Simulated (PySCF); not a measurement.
C₆ coefficients of unlike pairs at PBE

Calculated with PySCF 2.14 from the dipole response of each species, C₆(A,B) = (3/π) ∫ α_A(iu) α_B(iu) du, in atomic units, from isotropic polarisabilities. For ions this is the dispersion term alone; charge-induced terms of lower order in 1/R come first.

```json
{"species": "Mg⁺", "configuration": "[Ne] 3s1 (2S)", "basis": "dyall-acv3z (20s13p7d4f)", "relativity": "none", "α (bohr³)": "33.76", "C₆ (like pair)": "145.8"}
{"species": "Pt", "configuration": "[Xe] 4f14 5d9 6s1 (3D)", "basis": "x2c-TZVPPall with one added diffuse shell each of s, p, d, f type (12s8p8d4f1g)", "relativity": "spin-free X2C", "α (bohr³)": "38.95", "C₆ (like pair)": "376.0"}
{"species": "Ir⁺", "configuration": "[Xe] 4f14 5d7 6s1 (5F)", "basis": "x2c-TZVPPall with one added diffuse shell each of s, p, d, f type (12s8p8d4f1g)", "relativity": "spin-free X2C", "α (bohr³)": "24.71", "C₆ (like pair)": "202.7"}
{"species": "O", "configuration": "[He] 2s2 2p4 (3P)", "basis": "def2-TZVPPD (6s4p3d1f)", "relativity": "none", "α (bohr³)": "5.817", "C₆ (like pair)": "17.72"}
```

Task: Estimate C₆ for O with Pt.

Result: The integral gives 78.73. The combination rule 2 C_A C_B / (C_A α_B/α_A + C_B α_A/α_B) gives 76.23 and the geometric mean 81.62.

No spin-orbit coupling is included.

The other pairs:

| pair | C₆ |
| --- | --- |
| Ir⁺, Mg⁺ | 152.9 |
| O, Ir⁺ | 59.15 |
| O, Mg⁺ | 41.03 |
| Ir⁺, Pt | 274.4 |
| Pt, Mg⁺ | 218.5 |
